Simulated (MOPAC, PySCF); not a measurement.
[W(F)4(OH)2], neutral singlet in the gas phase. 

Cartesian coordinates (Å):
```xyz
9

W      0.0567    -0.0661     0.0161
F     -1.2165    -1.4413    -0.1407
F      0.5837    -0.8385     1.6463
F     -0.6637     0.6695    -1.5558
F     -1.2932     0.8345     0.9655
O      1.2866    -1.0859    -0.9414
H      1.4867    -1.9147    -1.4050
O      1.1877     1.3961     0.2560
H      1.2851     2.2953     0.6087
```
Charge 0, multiplicity 1.

All levels are single points at this geometry (TPSS-D3(BJ)/def2-SVP); Pople sets use spherical d functions. Orbital energies aren't observables, and empty levels follow the basis.

```csv
level,HOMO (eV),LUMO (eV),gap (eV),dipole (D),"vertical IE, Delta-SCF (eV)"
B3LYP-D3(BJ)/def2-TZVP in PySCF,-10.37,-3.78,6.59,3.60,–
PBE-D3(BJ)/def2-TZVP in PySCF,-8.78,-4.09,4.69,3.43,–
TPSSh-D3(BJ)/def2-TZVP in PySCF,-9.63,-3.84,5.79,3.52,–
B3LYP/6-311+G** (LANL2DZ on W) in PySCF,-10.71,-4.56,6.15,3.86,–
B3LYP/6-31G* (LANL2DZ on W) in PySCF,-10.09,-3.83,6.26,3.48,12.48
B3LYP/LANL2DZ in PySCF,-10.61,-4.56,6.04,4.00,–
BP86/6-31G* (LANL2DZ on W) in PySCF,-8.59,-4.16,4.44,3.28,–
M06-2X/6-31G* (LANL2DZ on W) in PySCF,-12.29,-3.02,9.27,3.65,–
PBE/6-31G* (LANL2DZ on W) in PySCF,-8.47,-4.03,4.44,3.27,–
SVWN5/6-31G* (LANL2DZ on W) in PySCF,-8.67,-4.19,4.48,3.35,–
HF/6-31G* (LANL2DZ on W) in PySCF,-15.31,-0.99,14.31,3.83,–
PM6 in MOPAC,-11.86,0.60,12.46,3.89,–
PM7 in MOPAC,-14.74,-1.12,13.62,3.74,–
```
